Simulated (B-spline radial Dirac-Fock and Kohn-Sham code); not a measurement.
**Sr⁺ 2s: cross section and angular parameters**

System: Sr⁺ in the configuration [Kr] 5s1; threshold 2206.6 eV (orbital energy of the model). These are calculated numbers from a radial B-spline solver; the model is Dirac-Hartree-Slater photoionisation with a Latter tail; cross sections with all multipoles, angular parameters from the dipole term and its interference with E2.

Input of the calculation (task.json; shells as n, l, electrons):

```json
{"items": [{
  "Z": 38,
  "q": 1,
  "cfg": [[1, 0, 2], [2, 0, 2], [2, 1, 6], [3, 0, 2], [3, 1, 6], [3, 2, 10], [4, 0, 2], [4, 1, 6], [5, 0, 1]],
  "A": 88,
  "rrms": 4.224,
  "do": "xps",
  "hv": [69.7, 76.3, 80, 93.1, 128.0, 140.0, 150, 172.0, 189.0, 200, 258.0, 286.0, 340.0, 400, 470.0, 752.0, 1253.6, 1480.0, 2520.0, 2930.0, 3040.0, 3240.0, 3490.0, 4540.0, 5414.7, 5940.0, 6350.0, 8047.8, 13200.0, 15000]
}]}
```

Run with: `python xray2_run.py task.json out`

For linearly polarised light dσ/dΩ = σ/(4π) [1 + β P₂(cos θ) + (δ + γ cos²θ) sin θ cos φ], with θ from the polarisation vector and φ the angle between the beam and the projection of the electron momentum on the plane normal to the polarisation.

```csv
hν (eV),σ (kb),β,γ
2520,48.6,1.997,0.468
2930,37.9,1.997,0.104
3040,?,?,?
3240,31.9,1.997,-0.012
3490,27.9,1.997,-0.057
4540,17.2,1.998,-0.040
5414.7,12.2,1.998,0.073
5940,10.1,1.998,0.155
6350,8.79,1.998,0.223
8047.8,5.31,1.998,0.508
13200,1.73,1.997,1.277
15000,1.28,1.997,1.509
```

Q: Give the values at 3040 eV.

A: σ = 35.6 kb, β = 1.997, γ = 0.053. For an s subshell δ is negligible.
